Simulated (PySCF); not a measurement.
Compound: 2-(methylthio)selenophene, C₅H₆SSe.
Structure used (GFN2-xTB), in Å, numbered top down from 1:
```
atom  x, y, z in Å
C1    -2.6230    0.4507   -0.4721
S2    -1.7116   -1.0600   -0.0534
C3    -0.0789   -0.4331    0.0681
C4     1.0093   -1.1968    0.3734
C5     2.2322   -0.4895    0.4202
C6     2.1422    0.8368    0.1552
Se7    0.4012    1.3679   -0.2032
H8    -2.5054    1.1779    0.3297
H9    -3.6662    0.1697   -0.5753
H10   -2.2461    0.8515   -1.4117
H11    0.9329   -2.2532    0.5635
H12    3.1663   -0.9741    0.6497
H13    2.9428    1.5528    0.1382
```

Vertical excitations from PySCF (density fitting, frozen core in the response, grid level 2 and gas phase unless stated; continuum runs use non-equilibrium linear response for the excitations) on a GFN2-xTB geometry. Reference run:

```csv
settings,"S1, eV (f)","S2, eV (f)","S3, eV (f)","S4, eV (f)","S5, eV (f)","S6, eV (f)","T1, eV (Tamm–Dancoff)",mean α (au)
"PBE0/def2-SVPD, full TDDFT, 6 singlets",4.30 (0.000),4.55 (0.179),4.84 (0.000),5.32 (0.001),5.47 (0.062),5.48 (0.005),3.10,104.2
```

Question: What do these settings give: (1) X3LYP/aug-cc-pVDZ, fitting basis def2-universal-jkfit, full TDDFT, 6 singlets; (2) OLYP/def2-SVPD, full TDDFT, 1 singlet?

Answer: 
```json
{"settings": "X3LYP/aug-cc-pVDZ, fitting basis def2-universal-jkfit, full TDDFT, 6 singlets", "S1, eV (f)": "4.12 (0.001)", "S2, eV (f)": "4.43 (0.167)", "S3, eV (f)": "4.49 (0.000)", "S4, eV (f)": "4.76 (0.004)", "S5, eV (f)": "5.20 (0.002)", "S6, eV (f)": "5.21 (0.002)", "T1, eV (Tamm–Dancoff)": "3.11", "mean α (au)": "107.2"}
{"settings": "OLYP/def2-SVPD, full TDDFT, 1 singlet", "S1, eV (f)": "3.75 (0.000)", "S2, eV (f)": "–", "S3, eV (f)": "–", "S4, eV (f)": "–", "S5, eV (f)": "–", "S6, eV (f)": "–", "T1, eV (Tamm–Dancoff)": "3.07", "mean α (au)": "106.3"}
```

(1) S1 moves by -0.18 eV; functional and basis change together, so the shift can't be laid on one. (2) S1 moves by -0.55 eV (OLYP has no exact exchange, PBE0 25 % exact exchange). States are counted by energy in each run and needn't keep their character from row to row.

Question: Give the leading configurations of S1 (H = HOMO, L = LUMO) and the HOMO–LUMO gap of each run.

Answer: 
```json
{"settings": "PBE0/def2-SVPD, full TDDFT, 6 singlets", "S1 configurations (weight)": "H→L+1 0.97", "S1 (eV)": "4.30", "orbital gap (eV)": "5.23", "S1 − gap (eV)": "-0.93"}
{"settings": "X3LYP/aug-cc-pVDZ, fitting basis def2-universal-jkfit, full TDDFT, 6 singlets", "S1 configurations (weight)": "H→L+1 0.86", "S1 (eV)": "4.12", "orbital gap (eV)": "4.95", "S1 − gap (eV)": "-0.83"}
{"settings": "OLYP/def2-SVPD, full TDDFT, 1 singlet", "S1 configurations (weight)": "H→L+1 1.00", "S1 (eV)": "3.75", "orbital gap (eV)": "3.48", "S1 − gap (eV)": "+0.27"}
```

 Relativistic effects, spin–orbit coupling among them, are left out although an element past zinc is present.

One conformer stands for the species.
